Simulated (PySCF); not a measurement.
# CH4F2O2Si

The system: CH4F2O2Si, a small molecule; neutral, singlet. The structure, one conformer, was relaxed in the gas phase by PBE0-D3(BJ)/def2-SVP. No frequency run checks that it is a minimum.

SMILES: OC(F)(F)O[SiH3]

```tsv
atom	x (Å)	y (Å)	z (Å)
C1	-1.150	0.113	0.083
O2	-0.150	-0.451	0.764
Si3	1.495	-0.383	0.355
O4	-0.735	0.476	-1.157
F5	-2.188	-0.740	0.005
F6	-1.626	1.192	0.746
H7	1.932	1.033	0.210
H8	1.759	-1.148	-0.893
H9	2.166	-1.026	1.514
H10	-1.460	0.908	-1.626
```

Shieldings: GIAO PBE0/pcSseg-2. Shifts are against computed references at the same level: C TMS (σ 184.1 ppm), H TMS (σ 31.24 ppm), Si TMS (σ 341.3 ppm). Core levels by delta-SCF with SCAN, pcX-2 on the ionised atom and pcseg-1 elsewhere, spin-free X2C; from the vacuum level, for chosen atoms.

Question: Give the shieldings and core levels atom by atom.

Answer: 
| atoms | bonded to | σ (ppm) | δ (ppm) | core level (eV) |
| --- | --- | --- | --- | --- |
| C1 | 2 F + 2 O | 54.3 | 129.8 | 1s 298.96 |
| O2 | 1 C + 1 Si | 233.8 | - | 1s 539.47 |
| Si3 | 1 O + 3 H | 375.7 | -34.4 | - |
| O4 | 1 C + 1 H | 206.5 | - | 1s 540.63 |
| F5 | 1 C | 231.2 | - | 1s 693.60 |
| F6 | 1 C | 228.4 | - | 1s 693.52 |
| H7 H8 H9 | 1 Si | 26.27 | 4.98 | - |
| H10 | 1 O | 28.06 | 3.19 | - |

Values are those of this one static structure, with the three H of a rotating XH3 group averaged; atoms that internal rotation interchanges would show their mean in an NMR spectrum.

Question: Which of O2, O4 holds its core electrons tightest, and by how much against the loosest?

Answer: O4 (bonded to 1 C + 1 H), by 1.16 eV over O2 (bonded to 1 C + 1 Si).

Question: By CAM-B3LYP/def2-SVPD (TDDFT singlets, Tamm-Dancoff triplets, ionisation by delta-SCF), where does absorption start, and what does vertical ionisation take?

Answer: The first singlet with intensity lies at 8.40 eV (f 0.008); what lies below it is dark. The lowest singlet lies at 8.02 eV (f 0.000), the strongest of the first 6 at 9.35 eV (f 0.081), the lowest triplet at 7.55 eV; vertical ionisation takes 11.89 eV.
